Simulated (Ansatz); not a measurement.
Reaction (SMILES): FC(F)CC(F)(F)F -> F[CH]F + [CH2]C(F)(F)F (the C-C bond at the site shown breaks; other sites are not compared here)
Geometries: B3LYP-D3(BJ)/def2-TZVP minima from Ansatz (a quantum-chemistry and plane-wave program), one conformer each, not searched for the lowest.

Quantity: bond dissociation energy (electronic energy difference), in kJ/mol. Valence correlation only, unless marked. UHF or UKS for open shells. No spin-orbit coupling. No relativistic terms. CBS(X,Y): correlation extrapolated as X^-3; Hartree-Fock from the larger set. [CCSD(T)-MP2]/basis is that difference in the basis named.

```
level                                                     program  bond dissociation energy (kJ/mol)
-------------------------------------------------  --------------  ---------------------------------
PBE/def2-TZVPD                                             Ansatz                                  ?
r2SCAN-D3(BJ)/def2-TZVPD                           Ansatz + dftd3                              380.4
B3LYP-D3(BJ)/def2-TZVPD                            Ansatz + dftd3                              389.1
BHLYP-D4/def2-TZVPD                                Ansatz + dftd4                                  ?
LC-wPBE-D3(BJ)/def2-TZVPD                          Ansatz + dftd3                              398.6
wB97M-V/def2-TZVPD                                         Ansatz                                  ?
B2GP-PLYP-D3(BJ)/def2-TZVPD                        Ansatz + dftd3                              405.6
SCS-MP2/cc-pVTZ                                            Ansatz                              428.5
RI-MP2/CBS(cc-pVTZ,cc-pVQZ)+[CCSD(T)-MP2]/cc-pVTZ          Ansatz                              424.1
```

Task: Some entries are withheld; supply them.

Result: 
- PBE/def2-TZVPD, bond dissociation energy (kJ/mol): 389.9
- BHLYP-D4/def2-TZVPD, bond dissociation energy (kJ/mol): 388.0
- wB97M-V/def2-TZVPD, bond dissociation energy (kJ/mol): 419.4
